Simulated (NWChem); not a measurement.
# C₃H₈Si; SMILES C=C(C)[SiH3]

Computed with NWChem. Pople sets run with spherical d functions. All runs use the structure optimised with PBE0/def2-SVP. Vertical excitations in the gas phase; the lowest state need not have the same character in each row.

| level | lowest excitation, singlet (eV) | orbital gap (eV) |
|---|---|---|
| PBE/6-31+G*, TDA | 5.98 | 5.21 |
| B3LYP/6-31+G*, TDA | 6.33 | 6.82 |
| PBE0/6-31+G*, TDA | … | … |
| Hartree-Fock/6-31+G*, CIS | 7.32 | 11.62 |

Question: Some entries are withheld; supply them.

Answer: 
- PBE0/6-31+G*, TDA, lowest excitation, singlet (eV): 6.57
- PBE0/6-31+G*, TDA, orbital gap (eV): 7.26
